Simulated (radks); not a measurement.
Results of a calculation; reference values are marked as such.
Fractional charge and spin in the 3d shell of copper: the spin-up occupation runs from 4 to 5 and the spin-down occupation from 4 to 5; the fullest corner is Cu, [Ar] 4s(up 0.5, down 0.5) 3d(up 5, down 5). Level of theory: scalar-relativistic Kohn-Sham, PBE, spin-polarised, spherical densities, finite nucleus; Fermi nuclear charge, rms radius of each element as measured or else 0.836 A^(1/3) + 0.57 fm (a radial shooting solver on a logarithmic mesh with Libxc functionals). Energy (eV) minus the two flat planes that join the four corners (they meet along the diagonal where the two added fractions sum to one electron); zero is where a piecewise linear energy would lie.

down \ up       4     4.5       5
4           0.000  -2.143   0.000
4.5        -2.143   0.257  -1.665
5           0.000  -1.665   0.000

Corners above the fullest one (they belong to Cu+ and the next ion): (up 5, down 4) 11.322 eV, (up 4, down 5) 11.322 eV, (up 4, down 4) 38.968 eV. With half an added electron in each spin the energy lies 0.257 eV from the planes, and with half an added electron in spin up alone -2.143 eV. The planes are only a guide here: the flat-plane condition holds for ground states with one frontier orbital, while this shell lies below other occupied shells, so the corners above the fullest one are inner-hole states and not the ground states of those ions.
